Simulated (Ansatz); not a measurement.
Frontier orbitals of C₄H₁₂Cl₂In₂S₂ (`C[CH2][In@-]1([Cl])[SH+][In@-]([Cl])([CH2]C)[SH+]1`).

The species carries charge 0 and has multiplicity 1. Correlated methods include outer-core shells of In, which these sets cover unevenly. In takes the def2 core potential. The structure was optimised at the PBE0-D4/def2-TZVP level. It is one conformer, not always the lowest. Basis def2-TZVPP, the Gaussian-basis code of Ansatz.

```
             functional  HOMO (eV)  LUMO (eV)  gap (eV)
                    PBE      -6.43      -2.01      4.42
                   PBE0      -7.57      -1.16      6.41
                r2SCAN0      -7.74      -1.00      6.74
HSE06 (plane-wave form)      -7.18      -1.53      5.65
                ωB97M-V      -9.64       0.53     10.17
```

Against PBE, PBE0 changes HOMO and LUMO by −1.14 and +0.84 eV, ωB97M-V by −3.21 and +2.53 eV. A gap of 4.42 eV thus becomes 10.17 eV for the same molecule, so an orbital gap means little without its functional. A positive LUMO is unbound and depends on the basis.
